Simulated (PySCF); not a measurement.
Molecule: SMILES [Si]1(C)(N)OCCO1, C$_{3}$H$_{9}$NO$_{2}$Si.

Bonds (- single, = double, # triple, : aromatic): C1-Si2, Si2-N3, Si2-O4, O4-C5, C5-C6, C6-O7, O7-Si2. C1 carries H8, H9, H10; N3 carries H11, H12; C5 carries H13, H14; C6 carries H15, H16.

Frames of a GFN2-xTB Langevin trajectory at 200 K; GIAO PBE0/pcSseg-1 shieldings in PySCF, gas phase, non-relativistic; equivalent atoms averaged within each frame.

Chemical shifts δ = σref − σ; ¹³C (σ = 186.93 ppm) and ²⁹Si (σ = 349.16 ppm) and ¹H (σ = 31.72 ppm) against TMS; ¹⁵N (σ = 267.73 ppm) vs NH3; ¹⁷O (σ = 336.08 ppm) against H2O, all at this level. The references are static minima.

Problem. How do the shifts (ppm) fluctuate along the trajectory?

Solution. 
| time (fs) | C5/C6 | C1 | Si2 | N3 | O4/O7 | H13/H16 | H14/H15 | H11/H12 | H8/H9/H10 |
| --- | --- | --- | --- | --- | --- | --- | --- | --- | --- |
| 250 | 65.6 | -0.1 | -8.3 | 39.2 | 56.1 | 4.42 | 3.82 | 1.90 | 0.17 |
| 425 | 64.2 | -5.7 | -4.6 | 27.9 | 48.1 | 4.21 | 3.74 | 0.87 | -0.22 |
| 625 | 67.5 | -2.7 | 7.3 | 39.2 | 44.2 | 4.47 | 4.36 | 0.42 | -0.24 |
| 800 | 63.2 | 1.1 | -13.3 | 34.8 | 44.3 | 4.10 | 4.38 | 1.14 | 0.37 |
| 1000 | 71.0 | -4.5 | -0.6 | 24.1 | 54.8 | 4.33 | 4.64 | 0.33 | 0.50 |
| mean of frames | 66.3 | -2.4 | -3.9 | 33.0 | 49.5 | 4.31 | 4.19 | 0.93 | 0.11 |
| standard deviation | 3.1 | 2.9 | 7.8 | 6.8 | 5.6 | 0.15 | 0.39 | 0.64 | 0.34 |

5 frames give an uncertainty of the mean of about the standard deviation over 2.2 at best, since frames this close in time may not be independent; classical motion lacks zero-point vibration, and the reference would need the same averaging.
